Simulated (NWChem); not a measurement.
Which level was it?

The species is BN2H5O (9 atoms), meant as a singlet with charge 0. As SMILES, `NB(N)O`. Geometry: relaxed at PBE0-D4/def2-TZVP.

| atom | x (Å) | y (Å) | z (Å) |
| --- | --- | --- | --- |
| N | -0.4416 | 0.7514 | -0.8929 |
| B | -0.0828 | -0.0880 | 0.1984 |
| N | 1.1878 | -0.7061 | 0.2771 |
| O | -0.9554 | -0.3451 | 1.2407 |
| H | -1.3334 | 1.2015 | -0.9782 |
| H | 0.1770 | 0.9494 | -1.6570 |
| H | 1.4284 | -1.2954 | 1.0521 |
| H | 1.9106 | -0.6053 | -0.4089 |
| H | -1.8020 | 0.0914 | 1.1517 |

A calculation with NWChem 7.3.0 gave:

| Quantity | Value |
| --- | --- |
| total energy | -212.5511 Eh |
| dipole moment | 1.74 D |
| HOMO energy | -5.24 eV |
| LUMO energy | 0.13 eV |
| HOMO–LUMO gap | 5.37 eV |
| largest force | 0.597 eV/Å |

Problem. Which of these levels gave the numbers?
A. PBE/cc-pVTZ
B. PBE/3-21G
C. HF/STO-3G
D. B3LYP/6-31G* (spherical functions)

Solution. A. The others give -212.7038 Eh (B3LYP/6-31G* (spherical functions)), -208.7221 Eh (HF/STO-3G), -211.2813 Eh (PBE/3-21G).
